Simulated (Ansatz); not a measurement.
`CB(N)[SiH2]Cl` + `C[SiH2]N` → `C[SiH2]N[SiH2]Cl` + `CBN`  (cleavage of the Si–B bond)

Computed with Ansatz on PBE0-D4/def2-TZVP structures; ΔE is electronic, products minus reactants. CCSD(T)/CBS adds triple-zeta CCSD(T) − MP2 to the extrapolated MP2 energy (def2 sets, frozen cores). Functionals use def2-TZVPP. B3LYP here is the variant with VWN-RPA as its local correlation; programs differ in this. Each species was taken in one conformer, which may not be the lowest.

```json
{"level": "B3LYP-D4", "ΔE (kJ/mol)": "-90.6"}
{"level": "ωB97X-V", "ΔE (kJ/mol)": "-89.0"}
{"level": "CCSD/def2-TZVPP", "ΔE (kJ/mol)": "-93.2"}
{"level": "HF/CBS(def2)", "ΔE (kJ/mol)": "-105.6"}
```

Q: What does CCSD(T)/CBS give? (Best estimate.)

A: Computed: -91.6 kJ/mol. The listed levels differ from it by 1.0, 2.6, -1.6, -14.0 kJ/mol.

Largest T1 diagnostic among the species: 0.011.

In def2-TZVPP, CCSD(T) changes the Hartree–Fock value by +12.4 kJ/mol (the triples alone add +1.4 kJ/mol) and MP2 by +6.1 kJ/mol. From PBE to PBE0 (25 % exact exchange), in def2-TZVPP and without D4, ΔE moves by −6.0 kJ/mol.
